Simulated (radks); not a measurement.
Kinetic energies: the exact non-interacting value of the Kohn-Sham orbitals and orbital-free approximations, in hartree. Species: Al2+ [Ne] 3s1; Mn2+ [Ar] 3d5; Ba+ [Xe] 6s1; Xe3+ [Kr] 4d10 5s2 5p3. Calculated with a radial shooting solver on a logarithmic mesh with Libxc functionals: non-relativistic Kohn-Sham, exchange-only B88, spin-polarised, spherical densities, point nucleus. Every spin shell is full or empty, so the densities are truly spherical. Functionals are evaluated on that one density, not self-consistently.

functional         Al2+     Mn2+      Ba+     Xe3+
exact           241.033  1149.16  7883.40  7229.90
Thomas-Fermi     222.41   1073.0   7477.1   6854.6
von Weizsacker   156.65   606.28   3157.2   2931.2
TF + vW          379.06   1679.3    10634   9785.8
TF + vW/9        239.82   1140.4   7827.9   7180.3
TF + vW/5        253.74   1194.3   8108.6   7440.8
LC94             241.36   1149.0   7886.1   7233.8
APBEK            241.67   1150.1   7889.8   7237.3
revAPBEK         242.66   1153.3   7903.0   7249.6
Perdew 92        239.85   1140.5   7828.6   7180.9
Thakkar          241.03   1144.7   7832.7   7185.7
Pearson          236.60   1133.8   7811.1   7164.0
LKT              321.50   1442.0   9329.1   8576.7
PG1              306.73   1382.7   9016.4   8286.4
DePristo-Kress   241.10   1148.2   7872.2   7221.3
Ernzerhof        241.69   1145.6   7848.3   7199.5
